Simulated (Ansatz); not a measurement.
`C[SiH2]O[SiH2]F` + H₂Te → `C[SiH2][TeH]` + `O[SiH2]F` at 700 K and 1 bar (ligand exchange at the Si–O bond).

Calculated with Ansatz (gas phase, PBE0-D4/def2-TZVP geometries, no zero-point term in ΔE). CBS: MP2 limit from def2 TZ/QZ plus the TZ coupled-cluster correction, frozen cores. def2 core potentials past Kr. For Te outer-core shells are correlated without core-valence functions, which leaves a few kJ/mol of doubt a bond. One conformer a species, not always the lowest.

| species | CCSD(T)/CBS energy (Eh) | H − E (kJ/mol) | S (J/(mol·K)) |
| --- | --- | --- | --- |
| `C[SiH2]O[SiH2]F` | -795.56184 | 297.9 | 522.3 |
| H₂Te | -268.91024 | 57.2 | 261.6 |
| `C[SiH2][TeH]` | -598.49179 | 226.3 | 435.2 |
| `O[SiH2]F` | -465.96250 | 137.3 | 346.2 |

H − E and S are ideal-gas, rigid-rotor, harmonic terms from PBE0-D4/def2-TZVP, for one conformer and one mirror image of each species. 1 Eh = 2625.50 kJ/mol, R = 8.31446 J/(mol·K).

**Question.** By hand: ΔE, ΔH, ΔS and ΔG.

**Answer.** ΔE = (-598.49179) + (-465.96250) − (-795.56184) − (-268.91024) = 0.01779 Eh = 46.7 kJ/mol. Δ(H − E) = 226.3 + 137.3 − 297.9 − 57.2 = 8.5, so ΔH = 55.2 kJ/mol. ΔS = 435.2 + 346.2 − 522.3 − 261.6 = -2.5 J/(mol·K). ΔG = 55.2 − 700 × (-2.5)/1000 = 57.0 kJ/mol.

**Question.** By hand: the equilibrium constant, and the temperature at which ΔG would vanish if ΔH and ΔS stayed fixed.

**Answer.** log₁₀ K = −ΔG/(RT ln 10) = -4.3. ΔH and −TΔS have one sign here, so there is no such temperature.

The number of gas molecules stays the same, so ΔS is small and ΔH decides. A doubt of 5 kJ/mol in ΔE shifts log₁₀ K by 0.4 here. Other conformers and mirror images would add mixing entropy, several J/(mol·K) or more a flexible species. Modes under 60 cm⁻¹, often nearly free rotors, make the harmonic entropy too high. These are equilibria of isolated gas molecules and say nothing of rates. Largest T1 diagnostic: 0.011 (customary marks: 0.02 for closed shells, 0.045 for open ones).

ΔS is within the doubt of such terms, so its sign, and with it that verdict, could turn.
